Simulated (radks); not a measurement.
Pm+, 60 electrons, occupied as [Xe] 4f4.5 6s1.5 (fractional occupations, a model configuration). All-electron calculation, Dirac Kohn-Sham, PBE, spin-unpolarised, spherical densities, point nucleus; open shells are shared between the two j in proportion to 2j + 1. Program: a radial shooting solver on a logarithmic mesh with Libxc functionals.

Spin-orbit splittings of the eigenvalues, e(l+1/2) - e(l-1/2), with zeta = 2 splitting/(2l+1) and mean radii in bohr:

| shell | occ. | splitting (eV) | zeta (eV) | <r> j=l-1/2 | <r> j=l+1/2 |
|---|---|---|---|---|---|
| 2p | 6 | 560.2 | 373.5 | 0.08245 | 0.08897 |
| 3p | 6 | 112.6 | 75.10 | 0.2498 | 0.2624 |
| 3d | 10 | 24.41 | 9.763 | 0.2339 | 0.2378 |
| 4p | 6 | 24.63 | 16.42 | 0.6076 | 0.6360 |
| 4d | 10 | 4.388 | 1.755 | 0.6810 | 0.6911 |
| 4f | 4.5 | 0.4984 | 0.1424 | 0.9865 | 1.000 |
| 5p | 6 | 3.415 | 2.277 | 1.602 | 1.690 |
